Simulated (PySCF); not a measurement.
PySCF job for CdH₂O, SMILES [CdH][OH], PBE0-D3(BJ)/def2-TZVP. Geometry: PBE0-D3(BJ)/def2-TZVP. The def2 effective core potentials stand for the cores of Cd; spin–orbit coupling is left out.

```python
import numpy as np
from pyscf import gto, scf, dft, df
from pyscf.hessian import thermo

mol = gto.M(
    atom='''
    Cd   -0.00358243   -0.28453493    0.00000000
    H     0.00142832   -1.92516402    0.00000000
    O     0.11270237    1.68084641    0.00000000
    H    -0.73109088    2.13606946    0.00000000
    ''',
    basis='def2-TZVP',
    ecp={'Cd': 'def2-tzvp'},
    charge=0,
    spin=0,
    max_memory=1600,
    verbose=3,
)
mf = dft.RKS(mol, xc='pbe0').density_fit(auxbasis='def2-universal-jkfit')
mf.disp = 'd3bj'
mf.grids.level = 3
mf.conv_tol = 1e-11
mf.max_cycle = 100
mf.kernel()

# [left out here: the lines that compute and print the analytic Hessian (its translational invariance restored by hand, since the grid's response is missing), thermochemistry and intensities]
```

Program output:

```
converged SCF energy = -244.124957022253

WARN: DFTD3 does not support analytical Hessian, using finite difference


WARN: Mole.unit (angstrom) is changed to Bohr

Mode                                 0                   1                   2
Irrep
Freq [cm^-1]                      463.9300            472.4623            587.2760
Reduced mass [au]                   1.0531              1.0647             13.6435
Force const [Dyne/A]                0.1335              0.1400              2.7724
Char temp [K]                     667.4920            679.7681            844.9594
Normal mode                   x     y     z       x     y     z       x     y     z
       0  Cd                 0.01 -0.00 -0.00    0.00 -0.00  0.02    0.00  0.03  0.00
       1   H                -0.94 -0.00  0.00   -0.00 -0.00 -0.96   -0.04  0.05 -0.00
       2   O                -0.03  0.02  0.00   -0.00  0.00 -0.04   -0.02 -0.23 -0.00
       3   H                -0.15 -0.20  0.00   -0.00 -0.00 -0.11    0.06 -0.11 -0.00
Mode                                 3                   4                   5
Irrep
Freq [cm^-1]                      746.3512           1901.9180           3903.8094
Reduced mass [au]                   1.0873              1.0179              1.0671
Force const [Dyne/A]                0.3568              2.1695              9.5817
Char temp [K]                    1073.8332           2736.4366           5616.7125
Normal mode                   x     y     z       x     y     z       x     y     z
       0  Cd                -0.01  0.01  0.00    0.00  0.01  0.00   -0.00 -0.00 -0.00
       1   H                 0.20 -0.01 -0.00    0.00 -0.99 -0.00    0.00 -0.00  0.00
       2   O                 0.06  0.02 -0.00   -0.00 -0.00 -0.00   -0.05  0.03  0.00
       3   H                -0.42 -0.84 -0.00    0.00  0.01 -0.00    0.84 -0.47  0.00
temperature 298.1500 [K]
pressure 101325.00 [Pa]
Rotational constants [GHz] 723.07202 8.08661 7.99717
Symmetry number 1
Zero-point energy (ZPE) 0.01840 [Eh]   48303.694 [J/mol]
                           tot       elec      trans        rot        vib
Entropy [J/mol/K]       260.222      0.000    169.493     81.460      9.269
Cv [J/mol/K]             43.607      0.000     12.472     12.472     18.663
Cp [J/mol/K]             51.921      0.000     20.786     12.472     18.663
Internal energy [J/mol]                      3718.434   3718.434  50301.268
Internal energy [Eh]   -244.10297  -244.12496
Enthalpy [J/mol]                             6197.391   3718.434  50301.268
Enthalpy [Eh]          -244.10202
Gibbs free energy [J/mol]                  -44337.034 -20568.951  47537.818
Gibbs free energy [Eh] -244.13157
static polarisability / bohr^3: [[27.231  0.162 -0.   ]
 [ 0.161 44.614 -0.   ]
 [-0.    -0.    26.563]]
largest difference of analytic and finite-field dipole derivatives / e: 0.0010192590030502213
mode   freq/cm-1   IR/(km/mol)   Raman/(A^4/amu)   depolarisation
   1      463.93        63.788             6.540            0.745
   2      472.46        51.513             5.639            0.750
   3      587.28        67.116            13.620            0.231
   4      746.35        67.808             3.504            0.451
   5     1901.92       112.271           170.772            0.259
   6     3903.81        39.230           127.131            0.214
max |gradient| / (hartree/bohr): 1.6247010640762836e-05
APT charges: [ 0.8317 -0.2721 -0.7752  0.2156]
```

The calculation finished and met its thresholds.

Cost: roughly 110 core-seconds.
